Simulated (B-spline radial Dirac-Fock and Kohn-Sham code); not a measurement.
How the settings move the core levels of Al

ΔSCF core binding energies without Breit or QED terms, calculated with a B-spline atomic structure program. Keys: rel is the Hamiltonian (dirac, or spin-free x2c and nr, where L3 and M5 stand for the whole 2p and 3d shells), method is hf or an exchange,correlation pair (spin-unpolarised, also for the hole states), nuc the nuclear model, radius_factor scales its radius, rmax is the box in bohr, h the logarithmic mesh step, order the B-spline order, points the quadrature points per cell, c_factor scales the speed of light, and damp, ndamp, maxit and tol steer the iteration. The run stops when the commutator error falls below 10·tol·max(1, Z/10), or the numerical noise floor, and the energy has settled to about 1e-8 Ha; the virial ratio is −V/T.

Base input:

```json
{"items": [{"Z": 13, "q": 0, "cfg": [[1, 0, 2], [2, 0, 2], [2, 1, 6], [3, 0, 2], [3, 1, 1]], "A": 27, "rrms": 3.061, "do": "settings", "holes": ["K", "L3", "M5"],
  "settings": [{"rel": "dirac", "method": "hf", "nuc": "fermi", "radius_factor": 1.0, "rmax": 45.0, "h": 0.3, "order": 8, "points": 10, "c_factor": 1.0, "maxit": 60, "damp": 0.5, "ndamp": 3, "tol": 1e-08}]}]}
```

The ground state converged in 10 iterations, with total energy -242.33075 Ha, virial ratio 1.99625 and highest orbital energy -5.70 eV. ΔSCF binding energies: K (1s) 1569.2 eV, L3 (2p3/2) 80.60 eV. Holes are computed only in closed shells, and unreliable hole states are left out.

Changes from the base run:

```tsv
changed setting	Δ total energy (Ha)	Δ K (eV)	Δ L3 (eV)	iterations
method = "b88,lyp"	-0.50494	+12.49	+2.05	9
rel = "nr"; nuc = "sphere"; h = 0.18	+0.45404	-3.49	+0.20	10
method = "b88,lyp"; c_factor = 0.8; damp = 0.2	?	?	?	?
rmax = 25.0	0.00000	0.00	0.00	10
radius_factor = 2.0	+0.00041	0.00	0.00	10
order = 6	0.00000	0.00	0.00	10
c_factor = 0.8	-0.25724	+1.98	-0.11	10
h = 0.18	0.00000	0.00	0.00	10
tol = 1e-06	0.00000	0.00	0.00	9
radius_factor = 0.8	-0.00005	0.00	0.00	10
order = 5	+0.00002	0.00	0.00	10
nuc = "sphere"; c_factor = 1.5; tol = 1e-06	+0.25281	-1.95	+0.11	9
h = 0.5	+0.00041	0.00	0.00	10
nuc = "sphere"; order = 5; damp = 0.2	+0.00002	0.00	0.00	10
```

Question: What does the change method = "b88,lyp"; c_factor = 0.8; damp = 0.2 do?

Answer: The total energy moves by -0.76587 Ha and the binding energies by K +14.51 eV, L3 +1.93 eV; the run takes 9 iterations.
